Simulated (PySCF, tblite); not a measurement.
Isomers of C4H9ClOSi, one GFN2-xTB conformer each. Single-point energies are computed at PBE0/pcSseg-1 (PySCF, gas phase, no added dispersion term), electronic only.

Task: Rank them by PBE0/pcSseg-1 energy, lowest first (kJ/mol).
A. `[CH3:1][O:2][C@@H:3]1[CH2:4][C@H:5]1[SiH2:6][Cl:7]` with C1–O2–C3–C4 153°, C4–C5–Si6–Cl7 152°
B. `[CH3:1][O:2][SiH2:3][CH2:4]/[CH:5]=[CH:6]\[Cl:7]` with C1–O2–Si3–C4 180°, O2–Si3–C4–C5 179°, Si3–C4–C5–C6 -92°
C. `[CH3:1][O:2][C@@H:3]1[CH2:4][C@@H:5]1[SiH2:6][Cl:7]` with C1–O2–C3–C4 -79°, C4–C5–Si6–Cl7 118°
D. `[CH3:1][CH2:2][C:3](=[O:4])[SiH2:5][CH2:6][Cl:7]` with C1–C2–C3–O4 0°, C2–C3–Si5–C6 180°, C3–Si5–C6–Cl7 180°

Result: C (0.0), A (2.3), B (9.1), D (37.7).

As drawn, the lowest has a three-membered ring, which the highest lacks; the highest has a C=O bond, which the lowest lacks. Neighbours under 10 kJ/mol apart (CO[C@@H]1C[C@@H]1[SiH2]Cl and CO[C@@H]1C[C@H]1[SiH2]Cl; CO[C@@H]1C[C@H]1[SiH2]Cl and CO[SiH2]C/C=C\Cl) can change places with a better method, another conformer or zero-point energy. CO[C@@H]1C[C@@H]1[SiH2]Cl and CO[C@@H]1C[C@H]1[SiH2]Cl are stereoisomers, 2.3 kJ/mol apart in the conformers taken. GFN2-xTB itself gives, in the same order: 3.9, 9.6, 0.0, 139.7. GFN2-xTB puts CO[SiH2]C/C=C\Cl lowest instead; measured from each level's own lowest isomer, the values differ by up to 102.0 kJ/mol (CCC(=O)[SiH2]CCl: 139.7 against 37.7).

Task: Which frontier levels, dipoles and rotational constants go with these structures?

Result: 
```
                   SMILES  HOMO (eV, PBE0/pcSseg-1)  LUMO (eV)  dipole (D)       A, B, C (MHz)
CO[C@@H]1C[C@@H]1[SiH2]Cl                     -7.58       0.86        3.48  4619, 839.3, 759.2
 CO[C@@H]1C[C@H]1[SiH2]Cl                     -7.39       0.40        0.74   2657, 1063, 796.6
         CO[SiH2]C/C=C\Cl                     -6.96       0.03        1.94  3933, 734.3, 665.1
         CCC(=O)[SiH2]CCl                     -6.99      -1.22        2.61  6513, 622.2, 577.8
```

Task: What happens when harmonic zero-point energies from GFN2-xTB frequencies are added?

Result: 
```csv
SMILES,ZPE (kJ/mol),electronic (kJ/mol),with ZPE (kJ/mol)
CO[C@@H]1C[C@@H]1[SiH2]Cl,313.9,0.0,0.0
CO[C@@H]1C[C@H]1[SiH2]Cl,313.5,2.3,1.9
CO[SiH2]C/C=C\Cl,309.2,9.1,4.5
CCC(=O)[SiH2]CCl,307.8,37.7,31.6
```

The zero-point energies span 6.1 kJ/mol. The order is unchanged.

Task: As an exercise, what shares would exp(−E/RT) give at 500 K from these electronic energies alone (no entropy, no degeneracies)?

Result: RT = 4.157 kJ/mol: CO[C@@H]1C[C@@H]1[SiH2]Cl 59.1 %, CO[C@@H]1C[C@H]1[SiH2]Cl 34.3 %, CO[SiH2]C/C=C\Cl 6.6 %, CCC(=O)[SiH2]CCl under 0.1 %.
